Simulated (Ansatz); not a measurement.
# OsH8 in a box, plane waves

Ansatz 0.2.0, DFT PBE, scalar-relativistic, plane waves, PAW, molecule in a box. The geometry was relaxed with Gaussian bases (TPSS; Os def2-SVP with ECP60, H def2-SVP).

```yaml
crystal:
  lattice:
    - [12.34, 0.0, 0.0]
    - [0.0, 12.34, 0.0]
    - [0.0, 0.0, 10.27]
  atoms:
    - { symbol: Os, position: [0.49981442, 0.49981442, 0.5373739] }
    - { symbol: H, position: [0.6349611, 0.4998128, 0.56227945] }
    - { symbol: H, position: [0.49981605, 0.6349611, 0.56227945] }
    - { symbol: H, position: [0.36466775, 0.49981605, 0.56227945] }
    - { symbol: H, position: [0.4998128, 0.36466775, 0.56227945] }
    - { symbol: H, position: [0.5713201, 0.57131848, 0.43816943] }
    - { symbol: H, position: [0.42831037, 0.5713201, 0.43816943] }
    - { symbol: H, position: [0.42830875, 0.42831037, 0.43816943] }
    - { symbol: H, position: [0.57131848, 0.42830875, 0.43816943] }
basis:
  ecutwfc: 420
  ecutrho_ratio: 4
kpoints:
  mp_grid: { grid: [1, 1, 1] }
hamiltonian:
  xc: pbe
scf:
  occupations: { method: gaussian, width: 0.01 }
output:
  forces: true
  eigenvalues: true
  populations: true
```

Command:
```sh
ansatz run input.yaml --threads 2 --pin off --max-ram 5120MiB --backend cpu --events-out ev --progress --plain --runs-dir out
```
It took 7.2 s on 2 threads of Arm Neoverse V1, on a shared host, peak memory 0.84 GiB.

(1) How does the SCF go?

(2) Which levels lie next to the highest filled one (eV, counted from it)?

(3) What forces are left at this geometry, relaxed with Gaussian bases (eV/Å)?

The highest of the empty levels listed lie near the vacuum level and may be states of the box.

The forces come from the other functional as well as from the basis.

No frequency check is given that shows the relaxed geometry to be a minimum.

Results:

(1) 
```
SCF iter   1: F=—  HF=-13345.339366 eV  |F-HF|=—  |Δ(HF+E_count)|=         —  Δρ=2.13e-1
preconditioner: auto → Resta (q_TF=auto, 1.360 Å⁻¹)  ε∞=1.0  [insulator: Δε(μ)=12.277 eV  Ē_g=18.536 eV  σ=0.010 eV  W_gap=1.00  n
SCF iter   2: F=—  HF=-11800.604940 eV  |F-HF|=—  |Δ(HF+E_count)|=    1.54e3  Δρ=1.20e-1
SCF iter   3: F=—  HF=-11519.544857 eV  |F-HF|=—  |Δ(HF+E_count)|=    2.81e2  Δρ=5.02e-2
SCF iter   4: F=—  HF=-11524.972194 eV  |F-HF|=—  |Δ(HF+E_count)|=    5.43e0  Δρ=4.77e-2
...
SCF iter   9: F=—  HF=-11508.556494 eV  |F-HF|=—  |Δ(HF+E_count)|=   3.01e-5  Δρ=1.20e-4
SCF iter  10: F=—  HF=-11508.556474 eV  |F-HF|=—  |Δ(HF+E_count)|=   1.96e-5  Δρ=5.54e-5
SCF iter  11: F=—  HF=-11508.556658 eV  |F-HF|=—  |Δ(HF+E_count)|=   1.84e-4  Δρ=1.74e-5
SCF iter  12: F=—  HF=-11508.556658 eV  |F-HF|=—  |Δ(HF+E_count)|=   2.53e-7  Δρ=3.54e-6
SCF iter  13: F=-11508.556658 eV  HF=-11508.556658 eV  |F-HF|=1.88e-9  |Δ(HF+E_count)|=   2.24e-8  Δρ=5.27e-7
```

(2) Filled: -43.07, -43.07, -5.31, -2.65, -2.44, -2.44, -1.22, -0.89, 0.00, 0.00. Empty: 2.89, 6.94, 7.33, 7.33, 7.38, 7.45, 8.06, 8.06.

(3) 
```
Os   0.00  0.00 -0.40
H   -0.18  0.00  0.03
H    0.00 -0.18  0.03
H    0.18  0.00  0.03
H    0.00  0.18  0.03
H   -0.10 -0.10  0.07
H    0.10 -0.10  0.07
H    0.10  0.10  0.07
H   -0.10  0.10  0.07
```
